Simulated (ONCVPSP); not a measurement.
What the settings do to the ONCV potential of tungsten (W)

Base potential:

W, optimised norm-conserving Vanderbilt (ONCV), made with ONCVPSP 4.0.1 (PBE, scalar-relativistic). Core [Kr] 4d10 4f14, reference 5s2 5p6 5d4 6s2. Waves: 5s+6s: rc 1.45 bohr, ncon 4, nbas 8, qcut 7.6 1/bohr, 3 projectors, debl 1.4 Ha; 5p: rc 1.30 bohr, ncon 4, nbas 7, qcut 5.3 1/bohr, 2 projectors, debl 2.5 Ha; 5d: rc 2.50 bohr, ncon 3, nbas 8, qcut 7.6 1/bohr, 1 projector. Local part: polynomial inside 1.15 bohr (lpopt 5, dvloc0 0 Ha). Core correction: Teter function, fcfact 5.5, rcfact 1.4.

All-electron outer shells of the reference configuration (PBE, scalar-relativistic, ld1.x):

```tsv
shell	level (eV)	outermost node (bohr)	outermost maximum (bohr)
5s	-79.07	0.53	0.96
5p	-43.20	0.57	1.09
4f	-33.21	–	0.43
6s	-5.71	1.28	2.67
5d	-4.48	0.63	1.49
```

Cutoffs, loose and tight: the cutoffs (Ha) at which the residual kinetic energy of the hardest occupied pseudo-wave falls to 1 and 0.1 mHa per electron. They do not see the model core or the augmentation charge, which bear on the density cutoff. Test errors are all-electron minus pseudo excitation energies from the reference, over the configurations 5s2 5p6 5d4 6s1; 5s2 5p6 5d4 6s0; 5s2 5p6 5d3 6s0; 5s2 5p6 5d5 6s0. A dash means not determined; rows that change the core or the reference have their own tests.

| change | outcome | cutoff, loose | cutoff, tight | bound ghosts | GHOST(+) flags above zero | largest test error (meV) |
| --- | --- | --- | --- | --- | --- | --- |
| base | generated | 78 Ha | 92 Ha | none | s | -12 |
| core correction Teter function, fcfact 1.4, rcfact 1.4 | generated | 78 Ha | 92 Ha | none | s | -6.3 |
| core correction Teter function, fcfact 2.8, rcfact 1.4 | generated | 78 Ha | 92 Ha | none | s | -8.1 |
| core correction Teter function, fcfact 3.5, rcfact 1.4 | generated | 78 Ha | 92 Ha | none | s | -9.0 |
| core correction Teter function, fcfact 4.6, rcfact 1.4 | generated | 78 Ha | 92 Ha | none | s | -10 |
| core correction Teter function, fcfact 5.6, rcfact 1.4 | generated | 78 Ha | 92 Ha | none | s | -12 |
| core correction Teter function, fcfact 6.8, rcfact 1.4 | generated | 78 Ha | 92 Ha | none | s | -13 |
| core correction Teter function, fcfact 7.8, rcfact 1.4 | generated | 78 Ha | 92 Ha | none | s | -14 |

Reading the sweep of the fcfact (base included, trends over the rows without a ghost): The loose cutoff stays near 78 Ha. The median size of the test errors (rows with all tests solved) rises from 1.7 meV at 1.4 to 7.9 meV at 7.8.
